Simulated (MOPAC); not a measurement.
A run for MOPAC: PM3 on C2H7FSe (a complex).

```
PM3 1SCF PRECISE CHARGE=0 THREADS=1
C2H7FSe

C     -1.38934188 1    -0.95033292 1     0.90298135 1
Se    -0.09158725 1     0.47205242 1     0.52497335 1
C      1.37134969 1    -0.69044080 1    -0.07385839 1
H     -0.98034901 1    -1.62656447 1     1.64939501 1
H     -2.28232560 1    -0.46804320 1     1.29351549 1
H     -1.62880521 1    -1.48170570 1    -0.01477320 1
H      1.63672534 1    -1.38039858 1     0.72316970 1
H      2.21700640 1    -0.04454309 1    -0.29800655 1
H      1.06999189 1    -1.22752575 1    -0.96980245 1
F      0.99148193 1    -0.09911840 1     3.44628267 1
H      0.67139767 1     0.27406472 1     2.63505006 1
```

Output:

```
*******************************************************************************
 **                                                                           **
 **                              MOPAC v23.2.5                                **
 **                                                                           **
 *******************************************************************************
 ** MOPAC's Digital Object Identifier: https://doi.org/10.5281/zenodo.6511958 **
 **                                                                           **
 ** Please cite the open-source release paper for use of this MOPAC version:  **
 ** J. E. Moussa and J. J. P. Stewart (2026)                                  **
 ** MOPAC: An open-source semiempirical molecular orbital program             **
 ** J. Open Source Softw., 11(119), 8025, https://doi.org/10.21105/joss.08025 **
 *******************************************************************************

                              PM3 CALCULATION RESULTS

 *******************************************************************************
 *  PM3        - The PM3 Hamiltonian to be used
 *
 *
 *
 *                 CHARGE ON SYSTEM = 0
 *
 *
 *
 *  PRECISE    - TIGHTER CRITERIA TO BE USED
 *  1SCF       - DO 1 SCF AND THEN STOP
 *  THREADS=1  - MULTI-THREADING NOT USED
 *  T=         - A TIME OF 172800.0 SECONDS REQUESTED
 *  DUMP=N     - RESTART FILE WRITTEN EVERY 7200.0 SECONDS REQUESTED
 *******************************************************************************
PM3 1SCF PRECISE CHARGE=0 THREADS=1
 C2H7FSe

   ATOM   CHEMICAL          X               Y               Z
  NUMBER   SYMBOL      (ANGSTROMS)     (ANGSTROMS)     (ANGSTROMS)

     1       C         -1.38934188  *  -0.95033292  *   0.90298135  *
     2      Se         -0.09158725  *   0.47205242  *   0.52497335  *
     3       C          1.37134969  *  -0.69044080  *  -0.07385839  *
     4       H         -0.98034901  *  -1.62656447  *   1.64939501  *
     5       H         -2.28232560  *  -0.46804320  *   1.29351549  *
     6       H         -1.62880521  *  -1.48170570  *  -0.01477320  *
     7       H          1.63672534  *  -1.38039858  *   0.72316970  *
     8       H          2.21700640  *  -0.04454309  *  -0.29800655  *
     9       H          1.06999189  *  -1.22752575  *  -0.96980245  *
    10       F          0.99148193  *  -0.09911840  *   3.44628267  *
    11       H          0.67139767  *   0.27406472  *   2.63505006  *



          CARTESIAN COORDINATES

    NO.       ATOM           X           Y           Z

     1         C         -1.3893     -0.9503      0.9030
     2        Se         -0.0916      0.4721      0.5250
     3         C          1.3713     -0.6904     -0.0739
     4         H         -0.9803     -1.6266      1.6494
     5         H         -2.2823     -0.4680      1.2935
     6         H         -1.6288     -1.4817     -0.0148
     7         H          1.6367     -1.3804      0.7232
     8         H          2.2170     -0.0445     -0.2980
     9         H          1.0700     -1.2275     -0.9698
    10         F          0.9915     -0.0991      3.4463
    11         H          0.6714      0.2741      2.6351

  H: (PM3): J. J. P. STEWART, J. COMP. CHEM. 10, 209 (1989).
  C: (PM3): J. J. P. STEWART, J. COMP. CHEM. 10, 209 (1989).
  F: (PM3): J. J. P. STEWART, J. COMP. CHEM. 10, 209 (1989).
 Se: (PM3): J. J. P. STEWART, J. COMP. CHEM. 12, 320-341 (1991).

           Empirical Formula: C2 H7 Se F  =    11 atoms



      MOLECULAR POINT GROUP   :   Cs


      RHF CALCULATION, NO. OF DOUBLY OCCUPIED LEVELS = 14


 -------------------------------------------------------------------------------
 PM3 1SCF PRECISE CHARGE=0 THREADS=1
 C2H7FSe



     1SCF WAS SPECIFIED, SO BFGS WAS NOT USED
     SCF FIELD WAS ACHIEVED


                              PM3 CALCULATION
                                                       MOPAC v23.2.5 Linux




          FINAL HEAT OF FORMATION =        -86.61906 KCAL/MOL =    -362.41416 KJ/MOL


          COSMO AREA              =        128.00 SQUARE ANGSTROMS
          COSMO VOLUME            =        116.94 CUBIC ANGSTROMS

          IONIZATION POTENTIAL    =          9.467381 EV
          HOMO LUMO ENERGIES (EV) =         -9.467 -0.858
          NO. OF FILLED LEVELS    =         14
          MOLECULAR WEIGHT        =        129.0357         POINT GROUP:  Cs

          MOLECULAR DIMENSIONS (Angstroms)

            Atom       Atom       Distance
            H     8    H     5     4.79127
            F    10    H     9     4.32494
           Se     2    H     7     2.11972


          SCF CALCULATIONS        =          1





   ATOM   CHEMICAL          X               Y               Z
  NUMBER   SYMBOL      (ANGSTROMS)     (ANGSTROMS)     (ANGSTROMS)

     1       C         -1.38934188  *  -0.95033292  *   0.90298135  *
     2      Se         -0.09158725  *   0.47205242  *   0.52497335  *
     3       C          1.37134969  *  -0.69044080  *  -0.07385839  *
     4       H         -0.98034901  *  -1.62656447  *   1.64939501  *
     5       H         -2.28232560  *  -0.46804320  *   1.29351549  *
     6       H         -1.62880521  *  -1.48170570  *  -0.01477320  *
     7       H          1.63672534  *  -1.38039858  *   0.72316970  *
     8       H          2.21700640  *  -0.04454309  *  -0.29800655  *
     9       H          1.06999189  *  -1.22752575  *  -0.96980245  *
    10       F          0.99148193  *  -0.09911840  *   3.44628267  *
    11       H          0.67139767  *   0.27406472  *   2.63505006  *

                             CARTESIAN COORDINATES

   1    C       -1.389341880    -0.950332920     0.902981350
   2   Se       -0.091587250     0.472052420     0.524973350
   3    C        1.371349690    -0.690440800    -0.073858390
   4    H       -0.980349010    -1.626564470     1.649395010
   5    H       -2.282325600    -0.468043200     1.293515490
   6    H       -1.628805210    -1.481705700    -0.014773200
   7    H        1.636725340    -1.380398580     0.723169700
   8    H        2.217006400    -0.044543090    -0.298006550
   9    H        1.069991890    -1.227525750    -0.969802450
  10    F        0.991481930    -0.099118400     3.446282670
  11    H        0.671397670     0.274064720     2.635050060


           Empirical Formula: C2 H7 Se F  =    11 atoms



      MOLECULAR POINT GROUP   :   Cs


                  EIGENVALUES
 -31.34345 -29.00959 -22.91278 -17.32622 -16.56575 -15.59966 -15.44385 -15.32537
 -15.21187 -14.92851 -14.50299 -12.78290 -11.26396  -9.46738  -0.85801  -0.57764
   3.38788   3.54881   3.55846   3.59365   3.60111   3.66276   4.37082


              NET ATOMIC CHARGES AND DIPOLE CONTRIBUTIONS

  ATOM NO.   TYPE          CHARGE      No. of ELECS.   s-Pop       p-Pop
    1          C          -0.223526        4.2235     1.16042     3.06311
    2         Se          -0.027449        6.0274     1.89266     4.13479
    3          C          -0.223501        4.2235     1.16041     3.06309
    4          H           0.081976        0.9180     0.91802
    5          H           0.087929        0.9121     0.91207
    6          H           0.081021        0.9190     0.91898
    7          H           0.081938        0.9181     0.91806
    8          H           0.087924        0.9121     0.91208
    9          H           0.081023        0.9190     0.91898
   10          F          -0.222091        7.2221     1.66312     5.55897
   11          H           0.194756        0.8052     0.80524
 DIPOLE           X         Y         Z       TOTAL
 POINT-CHG.    -0.385    -0.393    -1.199     1.320
 HYBRID        -0.126    -1.007    -0.627     1.193
 SUM           -0.511    -1.400    -1.826     2.357


          ATOMIC ORBITAL ELECTRON POPULATIONS

     Atom    s        px        py        pz
    1  C   1.16042   1.01027   0.99688   1.05596
    2 Se   1.89266   1.10963   1.17152   1.85364
    3  C   1.16041   0.99256   1.01965   1.05088
    4  H   0.91802
    5  H   0.91207
    6  H   0.91898
    7  H   0.91806
    8  H   0.91208
    9  H   0.91898
   10  F   1.66312   1.94978   1.92995   1.67923
   11  H   0.80524

 **********************
 *                    *
 * JOB ENDED NORMALLY *
 *                    *
 **********************




 == MOPAC DONE ==
```

The run finished.

Cost: around 0.020 core-seconds (rough).
